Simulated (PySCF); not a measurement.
Isomers of C8H11Si (doublet state), from PySCF 2.14.0, PBE0-D3(BJ)/def2-SVP geometry optimisation, gas phase. One conformer each, no zero-point energy, no frequencies.

Question: Which isomer lies lower at this level?
A. `[H]/[C:1]=[CH:2]/[Si:3]([CH:4]=[CH2:5])([CH:6]=[CH2:7])[CH:8]=[CH2:9]` (doublet state) with C1–C2–Si3–C4 -116°, C2–Si3–C4–C5 -132°, C2–Si3–C6–C7 -135°, C2–Si3–C8–C9 -139°: A = 1348, B = 1071, C = 1063 MHz, dipole 0.44 D
B. `[CH2:1]=[C:2][Si:3]([CH:4]=[CH2:5])([CH:6]=[CH2:7])[CH:8]=[CH2:9]` (doublet state) with C2–Si3–C4–C5 109°, C2–Si3–C6–C7 3°, C2–Si3–C8–C9 -109°: A = 1173, B = 1146, C = 997.1 MHz, dipole 0.41 D

Answer: B. That is `C=[C][Si](C=C)(C=C)C=C` [radical], 5.4 kcal/mol below the other.

```tsv
SMILES	mapped SMILES	E (Eh)	relative (kcal/mol)	relative (kJ/mol)	dipole (D)	⟨S²⟩
C=[C][Si](C=C)(C=C)C=C	[CH2:1]=[C:2][Si:3]([CH:4]=[CH2:5])([CH:6]=[CH2:7])[CH:8]=[CH2:9]	-600.00675	0.0	0.0	0.41	0.763
[H]/[C]=C/[Si](C=C)(C=C)C=C	[H]/[C:1]=[CH:2]/[Si:3]([CH:4]=[CH2:5])([CH:6]=[CH2:7])[CH:8]=[CH2:9]	-599.99807	5.4	22.8	0.44	0.765
```
